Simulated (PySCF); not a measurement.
Worked example: chemical shift, span and skew from a shielding tensor

Se(Cl)(SiH3) (ClH3SeSi), SMILES [SiH3][Se]Cl. Atoms are numbered in the order given.

```xyz
6

Se     0.7774     0.0868     0.0000
Cl    -0.8375     1.5840     0.0000
Si    -0.6701    -1.6904     0.0000
H      0.2272    -2.8842     0.0000
H     -1.5192    -1.6643    -1.2231
H     -1.5192    -1.6643     1.2231
```

Geometry optimised at PBE0-D3(BJ)/def2-SVP.

GIAO shieldings from B3LYP/pcSseg-1 run with PySCF, non-relativistic, no solvent. The symmetric part of the tensor of Si3 has the principal values 322.9, 375.9, 443.8 ppm. The same nucleus in TMS has σ = 338.7 ppm at this level (PySCF, at its B3LYP-D3(BJ)/def2-TZVP geometry). Without spin–orbit terms, shifts of atoms bonded to Cl or Br come out too high.

Question: Work out the isotropic shielding, the ²⁹Si shift against TMS, the span and the skew.

Answer: 
σ(iso) = (σ11 + σ22 + σ33)/3 = 380.9 ppm. δ = σ(ref) − σ(iso) = 338.7 − (380.9) = -42.2 ppm.
Span Ω = σ33 − σ11 = 120.9 ppm. Skew κ = 3(σ(iso) − σ22)/Ω = 0.12. Tumbling in solution averages the tensor to δ; in a static solid the shielding alone would spread this spin-1/2 line over Ω.
